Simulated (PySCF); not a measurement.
Isomers of C8H8O2, mass 136.052 u with the commonest isotopes. Method used: PySCF, PBE0-D3(BJ)/def2-SVP geometry optimisation, gas phase. One conformer each, none proved a minimum here; rigid rotors.

Question: Order these by rotational constant B, largest first.
A. `[cH:1]1[cH:2][cH:3][c:4]2[c:5]([cH:6]1)[O:7][CH2:8][CH2:9][O:10]2` with C4–C5–O7–C8 -16°, C5–O7–C8–C9 45°, O7–C8–C9–O10 -62°, C8–C9–O10–C4 45° (1,4-benzodioxane)
B. `[O:1]=[CH:2][c:3]1[cH:4][cH:5][c:6]([CH2:7][OH:8])[cH:9][cH:10]1` with O1–C2–C3–C4 0°, C5–C6–C7–O8 158°, C6–C7–O8–H -62°
C. `[CH:1]#[C:2]/[CH:3]=[CH:4]/[C:5](=[O:6])[C:7](=[CH2:8])[O:9][CH3:10]` with C3–C4–C5–O6 -1°, C4–C5–C7–C8 179°, C5–C7–O9–C10 179°

Answer: A (1239 MHz), B (675.8 MHz), C (655.2 MHz).

Question: Order these by radius of gyration √(Σ m r²/M), smallest first.
A. `[O:1]=[CH:2][c:3]1[cH:4][cH:5][c:6]([CH2:7][OH:8])[cH:9][cH:10]1` with O1–C2–C3–C4 0°, C5–C6–C7–O8 158°, C6–C7–O8–H -62°
B. `[CH:1]#[C:2]/[CH:3]=[CH:4]/[C:5](=[O:6])[C:7](=[CH2:8])[O:9][CH3:10]` with C3–C4–C5–O6 -1°, C4–C5–C7–C8 179°, C5–C7–O9–C10 179°
C. `[cH:1]1[cH:2][cH:3][c:4]2[c:5]([cH:6]1)[O:7][CH2:8][CH2:9][O:10]2` with C4–C5–O7–C8 -16°, C5–O7–C8–C9 45°, O7–C8–C9–O10 -62°, C8–C9–O10–C4 45°

Answer: C (2.050 Å), A (2.506 Å), B (2.654 Å).

Question: Order these by rotational constant C, largest first.
A. `[cH:1]1[cH:2][cH:3][c:4]2[c:5]([cH:6]1)[O:7][CH2:8][CH2:9][O:10]2` with C4–C5–O7–C8 -16°, C5–O7–C8–C9 45°, O7–C8–C9–O10 -62°, C8–C9–O10–C4 45° (1,4-benzodioxane)
B. `[O:1]=[CH:2][c:3]1[cH:4][cH:5][c:6]([CH2:7][OH:8])[cH:9][cH:10]1` with O1–C2–C3–C4 0°, C5–C6–C7–O8 158°, C6–C7–O8–H -62°
C. `[CH:1]#[C:2]/[CH:3]=[CH:4]/[C:5](=[O:6])[C:7](=[CH2:8])[O:9][CH3:10]` with C3–C4–C5–O6 -1°, C4–C5–C7–C8 179°, C5–C7–O9–C10 179°

Answer: A (894.8 MHz), B (594.8 MHz), C (528.4 MHz).

```
              SMILES  point group  Ia (u·Å²)  Ib (u·Å²)  Ic (u·Å²)      κ  μa (D)  μb (D)  μc (D)
C#C/C=C/C(=O)C(=C)OC           Cs     188.29     771.35     956.38  -0.88    1.18    2.95    0.03
     O=Cc1ccc(CO)cc1           C1     111.76     747.85     849.62  -0.96    2.40    0.43    0.77
    c1ccc2c(c1)OCCO2           C2     171.46     407.82     564.79  -0.66    1.67    0.00    0.00
```
